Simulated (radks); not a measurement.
Problem. The europium ion Eu+, configuration [Xe] 4f7 6s1. Calculated with a radial shooting solver on a logarithmic mesh with Libxc functionals: scalar-relativistic Kohn-Sham, PBE, spin-unpolarised, spherical densities, point nucleus; hard spherical wall at 2 bohr. Some entries of the table are withheld. Estimate them.

orbital  occ.  eigenvalue (eV)  <r> (bohr)
1s          2        -48306.74     0.02232
2s          2        -7881.900     0.09512
2p          6        -7014.998     0.08390
3s          2        -1689.260      0.2497
3p          6        -1419.593      0.2482
3d         10        -1059.087      0.2262
4s          2        -294.5927      0.5706
4p          6        -206.8062         (1)
4d         10         -84.9377      0.6702
5s          2              (2)       1.174
5p          6          31.0172       1.210
4f          7              (3)      0.8334
5d          0          77.9295       1.229
6s          1         186.9242       1.209
6p          0         221.3833       1.191
7s          0              (4)       1.165

Solution. 
(1) 4p <r> (bohr): 0.6069
(2) 5s eigenvalue (eV): 1.9207
(3) 4f eigenvalue (eV): 46.0191
(4) 7s eigenvalue (eV): 469.6727
